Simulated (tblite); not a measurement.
Compound: C3H8NOSi2 (doublet state).
Atom-mapped SMILES: `[O:1]=[C:2][NH:3][SiH:4]1[CH2:5][SiH2:6][CH2:7]1` (hydrogens: H8 on N3; H9 on Si4; H10, H11 on C5; H12, H13 on Si6; H14, H15 on C7)
Bond orders are those of one Lewis drawing.

Computed with GFN2-xTB (tblite), gas phase: L-BFGS steps from a force-field or distance-geometry start until the largest atomic force falls under 0.01 eV/Å.

At the end of the run (lengths in Å): C2–N3 1.324, C5–Si6 1.923, Si4–C5 1.912, O1=C2 1.202, N3–H8 1.008, Si6–C7 1.921, N3–Si4 1.780, O1–C2–N3 130.3°, N3–Si4–C5 111.9°, C2–N3–Si4 123.4°, N3–Si4–C7 107.5°, O1–C2–N3–Si4 -2°, C2–N3–Si4–C5 -82°, N3–Si4–C5–Si6 -104°, H10–C5–Si6–C7 113°, H10–C5–Si4–N3 139°.

Problem. These geometries were met on the way; a selection of coordinates is given. Order them by energy above the end point, lowest first.
A. C2–N3 1.421, C5–Si6 1.857, Si4–C5 1.850, O1=C2 1.244, N3–H8 1.046, Si6–C7 1.885, N3–Si4 1.801, O1–C2–N3 122.4°, N3–Si4–C5 116.7°, C2–N3–Si4 121.4°, N3–Si4–C7 107.0°, O1–C2–N3–Si4 -1°, C2–N3–Si4–C5 -90°, N3–Si4–C5–Si6 -89°, H10–C5–Si6–C7 93°, H10–C5–Si4–N3 159°
B. C2–N3 1.319, C5–Si6 1.920, Si4–C5 1.909, O1=C2 1.204, N3–H8 1.011, Si6–C7 1.918, N3–Si4 1.783, O1–C2–N3 129.6°, N3–Si4–C5 113.1°, C2–N3–Si4 122.3°, N3–Si4–C7 105.2°, O1–C2–N3–Si4 -1°, C2–N3–Si4–C5 -89°, N3–Si4–C5–Si6 -92°, H10–C5–Si6–C7 97°, H10–C5–Si4–N3 156°
C. C2–N3 1.366, C5–Si6 1.893, Si4–C5 1.891, O1=C2 1.164, N3–H8 1.033, Si6–C7 1.901, N3–Si4 1.808, O1–C2–N3 127.4°, N3–Si4–C5 116.3°, C2–N3–Si4 119.5°, N3–Si4–C7 107.6°, O1–C2–N3–Si4 0°, C2–N3–Si4–C5 -90°, N3–Si4–C5–Si6 -90°, H10–C5–Si6–C7 93°, H10–C5–Si4–N3 159°
D. C2–N3 1.333, C5–Si6 1.906, Si4–C5 1.902, O1=C2 1.195, N3–H8 1.002, Si6–C7 1.905, N3–Si4 1.761, O1–C2–N3 128.3°, N3–Si4–C5 114.5°, C2–N3–Si4 121.8°, N3–Si4–C7 106.8°, O1–C2–N3–Si4 0°, C2–N3–Si4–C5 -90°, N3–Si4–C5–Si6 -91°, H10–C5–Si6–C7 96°, H10–C5–Si4–N3 157°
E. C2–N3 1.326, C5–Si6 1.902, Si4–C5 1.903, O1=C2 1.208, N3–H8 1.009, Si6–C7 1.904, N3–Si4 1.795, O1–C2–N3 128.3°, N3–Si4–C5 116.0°, C2–N3–Si4 120.3°, N3–Si4–C7 107.8°, O1–C2–N3–Si4 0°, C2–N3–Si4–C5 -90°, N3–Si4–C5–Si6 -91°, H10–C5–Si6–C7 93°, H10–C5–Si4–N3 158°

Solution. B (0.068 eV), D (0.116 eV), E (0.223 eV), C (0.395 eV), A (0.692 eV).

```tsv
step	E above end (eV)	rms distance from the end, all atoms (Å)	largest force (eV/Å)	rms shift of all bonds from the end (Å)
8	0.068	0.252	0.315	0.003
5	0.116	0.259	0.564	0.010
3	0.223	0.267	0.678	0.010
1	0.395	0.272	4.288	0.022
0	0.692	0.275	3.932	0.040
```

Rows stand in the order of the answer.
